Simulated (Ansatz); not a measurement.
Species: CuI (charge -1, doublet). The spin state was set by rule; other spins were not relaxed. 
Structure (B3LYP-D3(BJ)/def2-TZVP (Ansatz, a program for electronic structure) minimum search):
```
Cu
I 1 2.6142
```
Charge -1, spin multiplicity 2.

Basis-set convergence of Hartree-Fock and CCSD(T) correlation energies (hartree) with Ansatz. Cores are frozen in the correlated levels unless marked. UHF or UKS for open shells. No spin-orbit coupling. The frozen core is the preceding noble-gas configuration, with the filled d and f shells of earlier blocks. Past Kr the def2 sets carry scalar-relativistic core potentials. This anion needs diffuse functions, which these sets lack.

```tsv
basis	functions	E(HF)	E(corr, CCSD(T))
def2-SVP	57	-1935.43420	-0.38597
def2-TZVPP	114	-1935.68500	-0.61732
def2-QZVPP	182	…	…
```

Question: Fill in the missing entries.

Answer: 
- def2-QZVPP, E(HF): -1935.73266
- def2-QZVPP, E(corr, CCSD(T)): -0.67033
